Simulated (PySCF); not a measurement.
Simulated Si 2p region for SiEt2H2, `[H][Si]([H])(CC)CC`, binding energy against the vacuum level.

Every computed line was given a Gaussian of 0.7 eV full width at half maximum and an area set by the number of equivalent atoms (split 2:1 within a doublet); the highest printed point is 100. The calculation used delta-SCF UKS SCAN, pcX-2 on the ionised atom, pcseg-1 elsewhere, spin-free X2C (PySCF).

(binding energy (eV), intensity): (105.1, 1), (105.2, 1), (105.3, 4), (105.4, 8), (105.5, 16), (105.6, 29), (105.7, 46), (105.8, 65), (105.9, 83), (106.0, 96), (106.1, 100), (106.2, 97), (106.3, 88), (106.4, 79), (106.5, 70), (106.6, 63), (106.7, 56), (106.8, 48), (106.9, 38), (107.0, 27), (107.1, 18), (107.2, 10), (107.3, 5), (107.4, 3), (107.5, 1), (107.6, 0), (107.7, 0)

Task: Count the maxima, the lines and the sites behind this envelope.

Result: The curve has 1 maximum (at 106.1 eV). Under it lie 2 lines from 1 inequivalent silicon site, drawn as a 2p3/2, 2p1/2 pair. At this width some lines have no maximum of their own.

Task: Decompose the envelope and assign each component. Bonds: Si1–C2, Si1–C9, C2–C3, C9–C10. Hydrogens: H16, H17 on Si1; H4, H5 on C2; H6, H7, H8 on C3; H11, H12 on C9; H13, H14, H15 on C10.

Result: 
```tsv
position (eV)	relative area	line	atoms	environment
106.06	0.67	Si 2p3/2	Si1	silicon bonded to 2 C and 2 H
106.68	0.33	Si 2p1/2	Si1	silicon bonded to 2 C and 2 H
```

Shake-up satellites, vibrational structure and lifetime widths aren't simulated. Spin–orbit coupling isn't in the SCF: each 2p doublet comes from a relaxed spin-free hole plus a matrix of the shell (mean-field spin–orbit coupling and the ground-state 2p splitting), with 2p3/2 averaged over its two sublevels. 2p1/2 minus 2p3/2 (ligand field included): Si 0.62 eV. One conformer (not necessarily the lowest) at the PBE0-D3(BJ)/def2-SVP geometry, without solvent, vibrations or thermal averaging.

Hardware: one thread, Arm Neoverse V1 (aarch64), shared host with 32 logical CPUs at a one-minute load of 30. Cost: 36 s, 0.58 GiB resident at most.
